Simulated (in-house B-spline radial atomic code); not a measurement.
Computed with a B-spline radial atomic code. Model: two electrons, singlet ground state, non-relativistic, full CI in B-splines with partial waves to l = 8 (at full coupling up to 3e-4 hartree above the limit, correlation up to 0.6 % small), density held at that of full coupling by Lieb maximisation.

Along the adiabatic connection the electron repulsion is scaled by a coupling λ while a local potential keeps the density fixed. At λ = 0 the system is the Kohn-Sham one and W equals the exchange energy; the exchange-correlation energy is the area under W between 0 and 1. The kinetic energy rises with λ as the electrons avoid each other, with dT/dλ = −λ dW/dλ.

Command:
```bash
python run_ac.py task.json out
```
Settings (lengths in bohr, energies in hartree):
```
potential              coulomb
strength               0.717
lmax                   8
wall_radius            5.68
```

Time taken, with all properties: 7.4 s on 1 thread of Intel(R) Xeon(R) Processor @ 2.30GHz, on a shared host.

**W = mean repulsion less Hartree energy, and W of three functionals.**

Given: confinement point charge; nuclear charge 0.717; hard wall radius 5.68 bohr; external potential -Z/r.

Computed: LDA exchange minus exact 55.463 millihartree; PBE exchange minus exact 13.015 millihartree.

```
coupling  W xc (hartree)  W xc minus exchange (millihartree)  kinetic minus Kohn-Sham (millihartree)  LDA (PW92) W minus its exchange (millihartree)  PBE W minus its exchange (millihartree)  SCAN W minus its exchange (millihartree)
       0         -0.3863                                   0                                       0                                               0                                        0                                         0
    0.02        -0.38818                              -1.879                                    0.02                                           -9.69                                    -2.26                                     -1.86
    0.05        -0.39091                               -4.61                                    0.11                                          -19.03                                    -5.63                                     -4.52
    0.12               ?                                   ?                                       ?                                               ?                                        ?                                         ?
    0.25        -0.40679                             -20.494                                    2.43                                           -54.8                                   -25.41                                    -19.76
     0.4        -0.41655                             -30.251                                    5.59                                          -71.69                                   -37.43                                    -29.15
     0.6        -0.42741                             -41.109                                   10.98                                          -88.71                                   -50.73                                    -39.74
     0.8        -0.43639                             -50.088                                   17.24                                         -101.98                                   -61.72                                    -48.66
       1        -0.44394                             -57.637                                   24.01                                          -112.8                                   -71.01                                    -56.28
     1.4        -0.45593                             -69.636                                   38.29                                          -129.7                                   -85.95                                    -68.67
       2        -0.46886                              -82.56                                   60.03                                          -147.9                                   -102.5                                    -82.36
       3        -0.48293                             -96.632                                   94.64                                         -168.23                                   -121.4                                    -97.55
     4.5        -0.49563                             -109.33                                   141.4                                         -187.54                                  -139.63                                   -111.16
       7               ?                                   ?                                       ?                                               ?                                        ?                                         ?
      10        -0.51563                             -129.33                                  276.19                                         -221.08                                  -171.72                                   -130.72
```

Question: What belongs in the row 0.12?

Answer: W xc (hartree): -0.3969; W xc minus exchange (millihartree): -10.603; kinetic minus Kohn-Sham (millihartree): 0.62; LDA (PW92) W minus its exchange (millihartree): -34.64; PBE W minus its exchange (millihartree): -13.1; SCAN W minus its exchange (millihartree): -10.29.

Question: What belongs in the row 7?

Answer: W xc (hartree): -0.50751; W xc minus exchange (millihartree): -121.22; kinetic minus Kohn-Sham (millihartree): 208.24; LDA (PW92) W minus its exchange (millihartree): -206.92; PBE W minus its exchange (millihartree): -158.11; SCAN W minus its exchange (millihartree): -123.25.

Question: What is the SCAN exchange minus exact?

Answer: 0.42213 millihartree.

**Energy parts, natural occupations and partial-wave weights.**

Computed: total energy -0.1022 hartree; exchange energy -0.3863 hartree; correlation energy -0.033627 hartree; kinetic part of the DFT correlation energy 0.02401 hartree; initial slope twice GL2 -0.095095 hartree; Hartree energy 0.7726 hartree; Kohn-Sham kinetic 0.40402 hartree.

```tsv
natural	occupation of the shell (electrons)
s	1.9306
p	0.05338
s	?
d	0.0011238
p	0.00049117
f	0.00012244
```

Question: What belongs in the row s?

Answer: occupation of the shell (electrons): 0.014017.

```csv
wave,weight
s,0.97236
p,0.026948
d,0.00059664
f,?
g,1.4874e-05
```

Question: What belongs in the row f?

Answer: weight: 6.9212e-05.

Question: What is the Lieb Oxford ratio E_xc over LDA exchange?

Answer: 1.2693.

Question: What is the kinetic part over minus potential part?

Answer: 0.41657.

Half-way to full coupling W has made 62 % of its drop, against 50 % for a straight line, and second-order (GL2) theory, half the initial slope, overshoots the correlation energy by about 41 %: a marked bend. Over couplings 0 to 1 the errors in E_xc come to about +15 millihartree for LDA, +5.2 millihartree for PBE, +1.4 millihartree for SCAN, so SCAN is nearest. In LDA and PBE the errors of exchange and correlation have opposite signs, so the sum is smaller than the larger of the two.
